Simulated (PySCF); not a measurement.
C3H5Cl2F, SMILES ClC(Cl)[C@H](F)C.

Geometry: PBE0-D3(BJ)/def2-SVP. The structure was generated by enumeration; whether it is a known compound was not checked. One conformer was computed; it need not be the lowest.

These are SMD-M06-2X/def2-SVP (PySCF) values and carry that method's errors.

Solvation free energies are E(SMD) − E(gas) at the gas-phase geometry, for 1 M in both phases. In vacuum the dipole moment is 3.02 D.

Problem. Estimate the solvation free energies in water, chloroform, diethylether. (An estimate is asked for; the answer gives what the named calculation found.)

Solution. 
```tsv
solvent	ΔG(solv) (kcal/mol)	its non-electrostatic (CDS) part	dipole (D)
water	-3.0	2.8	4.02
chloroform	-6.6	-2.7	3.69
diethylether	-6.3	-2.6	3.66
```
